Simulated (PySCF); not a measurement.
**Electronic absorption of methylenecyclohexane**

Species: methylenecyclohexane, C₇H₁₂.
Atom-mapped SMILES: `[CH2:1]=[C:2]1[CH2:3][CH2:4][CH2:5][CH2:6][CH2:7]1` (hydrogens: H8, H9 on C1; H10, H11 on C3; H12, H13 on C4; H14, H15 on C5; H16, H17 on C6; H18, H19 on C7)

Method used: TDDFT wB97X-D/def2-SVPD, vertical, gas phase, core orbitals frozen in the response (PySCF). One conformer (not necessarily the lowest) at the PBE0-D3(BJ)/def2-SVP geometry, without solvent, vibrations or thermal averaging.

```
state  E (eV)  E (hartree)       f  symmetry  main configurations (H = HOMO, L = LUMO)
   S1    7.00       0.2571   0.330        A′                                 H→L (89%)
   S2    7.24       0.2659   0.139        A′                               H→L+1 (85%)
   S3    7.73       0.2841  0.0005         –                H-1→L (73%), H-1→L+1 (10%)
   S4    8.14       0.2991   0.012        A″                  H→L+3 (75%), H→L+6 (14%)
   S5    8.22       0.3022   0.017        A′                  H→L+2 (49%), H→L+4 (27%)
   S6    8.29       0.3047   0.041        A′      H→L+4 (41%), H-2→L (30%), H→L+5 (9%)
   S7    8.33       0.3061   0.027        A′     H-2→L (40%), H→L+4 (13%), H→L+2 (13%)
   S8    8.80       0.3235  0.0083        A″   H-4→L (39%), H-1→L (14%), H-1→L+1 (12%)
   S9    8.93       0.3281   0.021        A″     H→L+6 (36%), H→L+8 (16%), H→L+3 (15%)
  S10    8.94       0.3285   0.013        A′     H→L+5 (31%), H→L+7 (30%), H→L+9 (14%)
```

Triplets (Tamm–Dancoff): T1 4.43 eV, H→L (64%), H→L+1 (18%), H→L+4 (11%); T2 7.14 eV, H→L+1 (66%), H→L (15%), H→L+2 (14%); T3 7.41 eV, H-1→L (65%), H-1→L+1 (11%); T4 8.02 eV, H-2→L (57%).

The lowest singlet lies at 7.00 eV (177 nm, vacuum ultraviolet) and is strong; its leading configuration is HOMO→LUMO (89%). The lowest level is also the most intense of those listed (f = 0.330). Löwdin shares by element: HOMO carbon 80% or more (atoms not listed hold the other 20%); LUMO carbon 50% or more (atoms not listed hold the other 50%). The oscillator strengths of these states sum to 0.608; summed over the whole spectrum of an exact calculation they would give the number of electrons, 54 (Thomas–Reiche–Kuhn). Weighted by f, the mean energy of these states is 7.39 eV. The listed states span 1.94 eV, and the widest gap between neighbours is 0.50 eV (S2 to S3). The vertical ionisation energy (ΔSCF) is 8.99 eV, 0.05 eV above S10. Symmetry labels in Cs follow from the direction of the transition dipole and are given only for states with f of 0.002 or more. The window holds the lowest 10 singlets.
